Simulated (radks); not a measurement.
Species: Cr0.25-. Configuration: [Ar] 3d4.25 4s1 4p1 (fractional occupations, a model configuration). Method: scalar-relativistic Kohn-Sham, r2SCAN, spin-unpolarised, spherical densities, finite nucleus; meta-GGA in the generalised Kohn-Sham scheme; Fermi nuclear charge, rms radius 3.6452 fm; computed with a radial shooting solver on a logarithmic mesh with Libxc functionals.

Radial electron density D(r) = 4 pi r^2 rho(r):

| r (bohr) | D(r) (e/bohr) |
|---|---|
| 0.003219 | 1.134 |
| 0.004259 | 1.873 |
| 0.005681 | 3.085 |
| 0.007577 | 4.966 |
| 0.01011 | 7.757 |
| 0.01337 | 11.52 |
| 0.01783 | 16.41 |
| 0.02379 | 21.82 |
| 0.03172 | 26.50 |
| 0.04198 | 28.72 |
| 0.05598 | 27.52 |
| 0.07467 | 23.93 |
| 0.09959 | 21.93 |
| 0.1318 | 24.81 |
| 0.1758 | 30.32 |
| 0.2344 | 30.36 |
| 0.3126 | 21.47 |
| 0.4137 | 12.13 |
| 0.5517 | 10.64 |
| 0.7359 | 13.26 |
| 0.9815 | 11.39 |
| 1.299 | 6.313 |
| 1.732 | 2.570 |
| 2.31 | 1.202 |
| 3.081 | 0.7724 |
| 4.077 | 0.4850 |
| 5.438 | 0.2337 |
| 7.252 | 0.08224 |
| 9.673 | 0.02022 |
| 12.8 | 0.003209 |
| 17.07 | 0.0002520 |

D(r) has 3 maxima, at r = 0.0440, 0.205, 0.778 bohr, and minima at 0.0980, 0.497 bohr, inside which lie 2.12, 10.53 electrons.
